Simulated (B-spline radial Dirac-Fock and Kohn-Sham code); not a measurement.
## Relativistic shifts of the levels of Ru⁹⁺

System: Ru⁹⁺ in the configuration [Ar] 3d10 4s2 4p5.

Both columns are ΔSCF binding energies of the configuration average from a B-spline atomic structure program: non-relativistic Hartree-Fock with a point nucleus, and Dirac-Fock with a finite nucleus and the Coulomb interaction alone, averaged over the two j levels with weights 2j+1.

```tsv
shell	Hartree-Fock (eV)	Dirac-Fock (eV)	shift (eV)	shift (%)
1s	21763.8	22364.3	+600.54	+2.76
2s	3277.9	3420.9	+143.02	+4.36
3s	739.9	768.1	+28.18	+3.81
3d	464.6	459.8	-4.74	-1.02
4s	232.8	238.5	+5.64	+2.42
4p	199.0	200.3	+1.34	+0.67
```

Relativity binds 1s, 2s, 3s, 4s, 4p more strongly, among those listed most of all 2s in relative terms, and 3d more weakly, because the contracted s and p shells screen the nucleus better.

Values without a named source are computed, but for edge energies of neutral atoms, which are taken from tables.
